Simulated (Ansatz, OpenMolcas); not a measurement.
**C2F4O (trifluoroacetyl fluoride): a line through the functionals**

The species is C2F4O (7 atoms), meant as a singlet with charge 0. SMILES: `O=C(F)C(F)(F)F`. The coordinates come from a PBE0-D4/def2-TZVP relaxation.

The HOMO–LUMO gap y, in eV, basis cc-pVDZ; a is the functional's share of exact exchange. Programs: Ansatz 0.2.0, OpenMolcas 26.06.

```
functional     program     a  y (eV)
      TPSS  OpenMolcas     0    5.60
       PBE      Ansatz     0    5.34
     B3LYP      Ansatz   0.2    7.72
   r2SCAN0      Ansatz  0.25    8.71
      PBE0      Ansatz  0.25       ?
     BHLYP      Ansatz   0.5   11.35
```

**Question.** Fit y = c + s·a to the known rows and predict PBE0.

**Answer.** 
1. Means of the 5 rows: a = 0.1900, y = 7.744.
2. Σ(Δa)² = 0.172, Σ(Δa·Δy) = 2.0397, so the slope is 2.0397/0.172 = 11.859.
3. Intercept: 7.744 − (11.859) × 0.1900 = 5.491. The largest residual of the fit is 0.25.
4. PBE0: 5.491 + (11.859) × 0.25 = 8.46 eV.

The run gave 8.30 eV, so the prediction is off by +0.16 eV, within the largest residual. Exact exchange lowers occupied levels and raises empty ones. The rows mix families of semi-local functionals, which the line can't see.
